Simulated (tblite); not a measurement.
Species: C₆H₁₂Si₃.
Geometry (GFN2-xTB, Å), atoms numbered from 1 in this order:
```
atom  x, y, z in Å
C1     3.7596   -0.5567   -0.6094
C2     2.4417   -0.0221   -0.3578
C3     1.3460    0.4340   -0.1480
C4     0.0539    0.9214    0.0815
C5    -0.3734    2.1920    0.2487
Si6   -2.1714    1.7070    0.4420
C7    -1.1774    0.0490    0.1796
Si8   -1.0805   -1.1210    1.6706
Si9   -1.5016   -0.8855   -1.4394
H10    4.5078    0.2340   -0.5481
H11    3.9967   -1.3271    0.1251
H12    3.7952   -1.0011   -1.6046
H13    0.2351    3.0822    0.2428
H14   -3.0963    2.0717   -0.6317
H15   -2.7975    1.8825    1.7523
H16   -0.0044   -2.1011    1.4969
H17   -0.8096   -0.3483    2.8889
H18   -2.3593   -1.8212    1.8161
H19   -1.5221    0.0613   -2.5602
H20   -2.8006   -1.5583   -1.3534
H21   -0.4509   -1.8758   -1.6924
```

Calculated harmonic vibrations of the isolated species, GFN2-xTB (tblite), most abundant isotopes, no scaling. The method is semi-empirical: single wavenumbers can be off by several per cent or more. Modes of hydrogen on silicon can be 10 to 20 % off. The optimisation stopped once no atom felt more than 0.01 eV/Å.

Lowest wavenumbers of the output (negative numbers stand for imaginary wavenumbers):
```
mode    cm-1
  1     -21.0
  2      51.6
  3      62.6
  4     114.5
  5     120.2
  6     128.5
  7     147.3
  8     152.6
  9     184.8
 10     215.3
 11     265.1
 12     308.8
 13     365.8
 14     400.4
 15     436.7
```

Task: Is this structure a minimum?

Result: Not by this Hessian. 1 mode is imaginary beyond 20i (21i cm⁻¹), so at this level the point lies at or near a first-order saddle. The curvature is small, so loose convergence or finite differences may be the whole cause.

Task: Which atoms move in the imaginary mode?

Result: 21i: H12 (methyl hydrogen) 34 %, H11 (methyl hydrogen) 33 %, H10 (methyl hydrogen) 32 %. These are shares of the mass-weighted motion.

Task: What is the remedy?

Result: Step along that mode in both directions, optimise again with tighter thresholds and repeat the frequencies. The zero-point energy of this point (86.5 kcal/mol) counts the 56 real modes alone, and thermal corrections from it aren't those of a minimum.
